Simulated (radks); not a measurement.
Pt3+, 75 electrons, occupied as [Xe] 4f13 5d7 6p1 (not the ground configuration). Method: scalar-relativistic Kohn-Sham, r2SCAN, spin-polarised, spherical densities, finite nucleus; open shells are filled with parallel spins first (spin-orbit coupling, left out, can overturn this in heavy ions); meta-GGA in the generalised Kohn-Sham scheme; Fermi nuclear charge, rms radius 5.427 fm; computed with a radial shooting solver on a logarithmic mesh with Libxc functionals.

Normalised radial functions P(r) = r R(r), r in bohr:

| r | 5d down | 6p up |
|---|---|---|
| 0.0025 | 0.0001 | 0.0040 |
| 0.00291 | 0.0001 | 0.0051 |
| 0.003388 | 0.0002 | 0.0066 |
| 0.003944 | 0.0003 | 0.0084 |
| 0.004592 | 0.0005 | 0.0107 |
| 0.005345 | 0.0008 | 0.0136 |
| 0.006223 | 0.0011 | 0.0172 |
| 0.007187 | 0.0017 | 0.0215 |
| 0.008367 | 0.0025 | 0.0269 |
| 0.00974 | 0.0037 | 0.0335 |
| 0.01134 | 0.0054 | 0.0414 |
| 0.0132 | 0.0080 | 0.0505 |
| 0.01537 | 0.0118 | 0.0609 |
| 0.01789 | 0.0171 | 0.0723 |
| 0.02083 | 0.0247 | 0.0841 |
| 0.02425 | 0.0351 | 0.0955 |
| 0.02823 | 0.0494 | 0.1052 |
| 0.03286 | 0.0684 | 0.1115 |
| 0.03795 | 0.0915 | 0.1122 |
| 0.04418 | 0.1219 | 0.1051 |
| 0.05143 | 0.1583 | 0.0878 |
| 0.05987 | 0.1995 | 0.0586 |
| 0.0697 | 0.2424 | 0.0177 |
| 0.08115 | 0.2817 | -0.0320 |
| 0.09447 | 0.3096 | -0.0844 |
| 0.11 | 0.3161 | -0.1297 |
| 0.128 | 0.2908 | -0.1559 |
| 0.149 | 0.2247 | -0.1514 |
| 0.1721 | 0.1217 | -0.1122 |
| 0.2004 | -0.0232 | -0.0359 |
| 0.2333 | -0.1870 | 0.0629 |
| 0.2716 | -0.3399 | 0.1589 |
| 0.3162 | -0.4452 | 0.2208 |
| 0.3681 | -0.4685 | 0.2219 |
| 0.4285 | -0.3896 | 0.1506 |
| 0.4988 | -0.2102 | 0.0186 |
| 0.5807 | 0.0443 | -0.1411 |
| 0.676 | 0.3325 | -0.2832 |
| 0.787 | 0.6046 | -0.3627 |
| 0.9089 | 0.8047 | -0.3520 |
| 1.058 | 0.9257 | -0.2429 |
| 1.232 | 0.9453 | -0.0511 |
| 1.434 | 0.8746 | 0.1846 |
| 1.669 | 0.7405 | 0.4159 |
| 1.944 | 0.5756 | 0.5987 |
| 2.263 | 0.4092 | 0.7015 |
| 2.634 | 0.2638 | 0.7080 |
| 3.066 | 0.1521 | 0.6258 |
| 3.57 | 0.0770 | 0.4845 |
| 4.123 | 0.0352 | 0.3336 |
| 4.799 | 0.0130 | 0.1934 |
| 5.587 | 0.0040 | 0.0943 |
| 6.505 | 0.0010 | 0.0379 |
| 7.572 | 0.0002 | 0.0123 |
| 8.815 | 0.0000 | 0.0031 |

5d down: eigenvalue -43.244 eV, 2 radial nodes at r = 0.196, 0.567 bohr, <r> = 1.40 bohr, 90 % of the charge inside 2.11 bohr. 6p up: eigenvalue -25.820 eV, 4 radial nodes at r = 0.0738, 0.212, 0.508, 1.27 bohr, <r> = 2.71 bohr, 90 % of the charge inside 3.87 bohr.
